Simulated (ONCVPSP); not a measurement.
## Before and after: ONCV potential for As

```
Element                 : arsenic (As)
Generator               : ONCVPSP 4.0.1
Type                    : optimised norm-conserving Vanderbilt (ONCV)
Functional              : Wu-Cohen
Relativity              : scalar-relativistic
Frozen core             : [Ar]
Valence charge          : 15
Reference configuration : 3d10 4s2 4p2 (charge +1)
Partial waves           : 4s: rc 1.65 bohr, ncon 4, nbas 8, qcut 4.6 1/bohr, 2 projectors, debl 0.7 Ha; 4p: rc 1.50 bohr, ncon 3, nbas 6, qcut 5.1 1/bohr, 1 projector; 3d: rc 0.75 bohr, ncon 5, nbas 9, qcut 21.3 1/bohr, 2 projectors, debl 0.3 Ha
Local potential         : polynomial inside 0.50 bohr (lpopt 5, dvloc0 3 Ha)
Core correction         : Teter function, fcfact 5.25, rcfact 1.8
```

In the s channel the program set the typed energies aside and used -0.861, 0.250 Ha. In the d channel the program set the typed energies aside and used -1.853, 0.250 Ha.

All-electron outer shells of the reference configuration (Wu-Cohen, scalar-relativistic, ld1.x):

```tsv
shell	level (eV)	outermost node (bohr)	outermost maximum (bohr)
3s	-199.80	0.25	0.52
3p	-143.34	0.22	0.52
3d	-50.42	–	0.47
4s	-23.43	0.73	1.59
4p	-13.38	0.78	1.90
```

Change: core correction Teter function, fcfact 3.2, rcfact 1.8.

Cutoffs: the cutoffs (Ha) at which the residual kinetic energy of the hardest occupied pseudo-wave falls to 1 and 0.1 mHa per electron; they do not see the model core or the augmentation charge, which bear on the density cutoff. Errors are all-electron minus pseudo energies relative to the spin-unpolarised reference configuration.

What does the change do?

The potential gets neither clearly harder nor softer (188 Ha and 210 Ha → 188 Ha and 210 Ha); both files keep a bound ghost (p, s); of the 4 tests that both files solve, the error grows in 0 and shrinks in 3 by more than 15 % and 0.3 meV (median size 7.2 → 4.0 meV). A model core, the more so a compact one, raises the density cutoff, which this test does not measure.

| quantity | base | changed |
| --- | --- | --- |
| cutoff, loose | 188 Ha | 188 Ha |
| cutoff, tight | 210 Ha | 210 Ha |
| bound ghosts | s, p | s, p |
| GHOST(+) flags under 300 eV | none | none |
| error for 3d10 4s2 4p3, meV [ΔE -9.17 eV] | +4.0 | +3.4 |
| error for 3d10 4s2 4p1, meV [ΔE 17.98 eV] | +1.2 | -0.3 |
| error for 3d10 4s2 4p0, meV [ΔE 45.76 eV] | +10 | +4.7 |
| error for 3d10 4s1 4p0, meV [ΔE 96.48 eV] | -67 | -28 |
| s: phases at 1.67 bohr within 0.05 rad from the reference energy up to (Ha; the scan ends near 5) | 3.8 | 3.8 |
| p: phases at 1.52 bohr within 0.05 rad from the reference energy up to (Ha; the scan ends near 5) | 2.6 | 2.6 |
| d: phases at 0.76 bohr within 0.05 rad from the reference energy up to (Ha; the scan ends near 5) | to the end of the scan | to the end of the scan |
| rms error of d²Exc/dni dnj with the model core, mHa | 1.36 | 1.58 |

 A true bound ghost makes a file unfit for plane-wave use even where its test errors are small: the radial tests pick states by their node count and pass the ghost by.
